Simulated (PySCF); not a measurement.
Cl5Sb, singlet, at a GFN2-xTB geometry (all electrons, no relativity).

PySCF was given this input:
```python
from pyscf import gto, scf, dft

mol = gto.Mole()
mol.atom = '''
    Sb   -0.000000    0.000000   -0.000000
    Cl    1.969498   -0.363960   -1.232708
    Cl    1.008436   -1.019389    1.912155
    Cl   -1.008436    1.019389   -1.912155
    Cl   -1.692244   -1.633030    0.021874
    Cl   -0.277254    1.996990    1.210834
'''
mol.basis = 'sto-3g'
mol.charge = 0
mol.spin = 0
mol.verbose = 4
mol.build()

mf = dft.RKS(mol)
mf.xc = 'b3lyp'
mf.kernel()
mf.analyze()
```

Question: Give the total energy at the level B3LYP/STO-3G in PySCF.

Answer: -8529.507844 Ha

Question: Predict the HOMO-LUMO gap from B3LYP/STO-3G.

Answer: 5.59 eV

Question: Give the nuclear repulsion energy at the level B3LYP/STO-3G.

Answer: 1387.4474 Eh

Question: Give the dipole moment at the level B3LYP/STO-3G.

Answer: 0.00 D

Question: Predict the HOMO energy from B3LYP/STO-3G.

Answer: -7.43 eV

Question: Give the number of basis functions at the level B3LYP/STO-3G.

Answer: 72
